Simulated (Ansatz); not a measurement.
Cost and result for the atomization energy of ClH4NSn (`[NH2][SnH2][Cl]`) (7 atoms, 6 bonds).

Cartesian coordinates in Å:
```
N -0.769 0.902 -0.593
Sn 0.660 -0.326 0.103
Cl -0.220 -1.810 1.697
H -1.176 1.500 0.115
H -1.524 0.425 -1.068
H 1.819 0.603 0.924
H 1.211 -1.295 -1.177
```

Total charge 0; spin multiplicity 1. Correlated methods include outer-core shells of Sn, which these sets cover unevenly. Sn: def2 effective core potential. Geometry: relaxed with PBE0-D4/def2-TZVP. It is one conformer, not always the lowest. Program: Ansatz. Hardware: A = 2 threads of an AMD EPYC 7R13 on a shared host; B = 2 threads of an AMD EPYC 7R13 on a shared host and a share of an NVIDIA H100 80 GB. Times are those of one run each, without the atoms' runs, and a repeat can differ threefold. Electronic energies, without spin–orbit coupling; frozen cores. CCSD(T)/CBS adds CCSD(T) − MP2 in def2-TZVPP to the MP2 limit, and its time is that of the two runs behind it. T1 = 0.012. With those shells the extrapolation isn't a true limit. B3LYP takes the VWN-RPA correlation (the form of Gaussian; ORCA's B3LYP/G).

CCSD(T)/CBS is a level of theory with its own doubt, some kJ/mol a heavy atom from the limit and from the frozen cores, so smaller differences don't rank the functionals.

```csv
level,functions,wall time,atomization (kJ/mol),difference from CCSD(T)/CBS,per bond
PBE-D4/def2-TZVPP (with forces) [A],179,2.1 s,1940.7,-6.5,-1.1
PBE0-D4/def2-TZVPP [A],179,2.1 s,1905.2,-42.0,-7.0
CCSD(T)/def2-TZVPP [B],179,2.3 s,1874.4,-72.8,-12.1
r2SCAN-D4/def2-TZVPP (with forces) [A],179,3.5 s,1914.9,-32.3,-5.4
B3LYP-D4/def2-TZVPP (with forces) [A],179,3.6 s,1919.3,-27.9,-4.7
B2PLYP/def2-TZVPP [A],179,4.9 s,1892.6,-54.6,-9.1
ωB97X-V/def2-TZVPP [A],179,6 s,1949.4,2.2,0.4
CCSD(T)/def2-QZVPP [B],329,6.5 s,1922.7,-24.5,-4.1
ωB97M-V/def2-TZVPP (with forces) [A],179,8.5 s,1933.4,-13.8,-2.3
CCSD(T)/CBS(def2),–,8.8 s,1947.2,0.0,0.0
```

In def2-TZVPP, CCSD(T) changes the Hartree–Fock value by +581.5 kJ/mol (the triples alone add +33.4 kJ/mol) and MP2 by +576.1 kJ/mol; breaking electron pairs costs correlation energy, which Hartree–Fock lacks. From PBE to PBE0 (25 % exact exchange), in def2-TZVPP and without D4, the atomization energy moves by −33.6 kJ/mol: exact exchange takes away binding that semilocal exchange gives to molecules. The D4 term adds +21.6 kJ/mol with B3LYP and +11.3 kJ/mol with PBE0; it sums over pairs of atoms, weighted by their polarisabilities, and B3LYP, whose exchange is more repulsive, gets the larger term.

Spin–orbit coupling would lower the free Sn atoms strongly, and the atomization energy with them, by more than many differences here. For some Ge, Se and Sn compounds the MP2-based and the directly extrapolated limit differ by 10 to 25 kJ/mol.
